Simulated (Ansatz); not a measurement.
Ansatz (a quantum-chemistry and plane-wave program) input (B3LYP/LANL2DZ): The .json file is the Basis Set Exchange's LANL2DZ.

Ansatz 0.2 input:
```yaml
crystal:
  periodic: [false, false, false]
  atoms:
    - {symbol: Cs, position_ang: [-0.00000000, -0.00000000, -1.38802499]}
    - {symbol: Br, position_ang: [0.00000000, 0.00000000, 2.18118212]}
basis:
  gaussian:
    orbitals: LANL2DZ.json
hamiltonian:
  xc: {name: B3LYP}
total_charge: -1
magnetization: {spin_polarized: true, initial_magnetization: 1}
phonons: {temperatures: {t_min: 298.15, t_max: 298.15, t_step: 100}}
```

### Question
Which harmonic wavenumbers does it give?

### Answer
91 cm⁻¹ (unscaled; negative means imaginary).
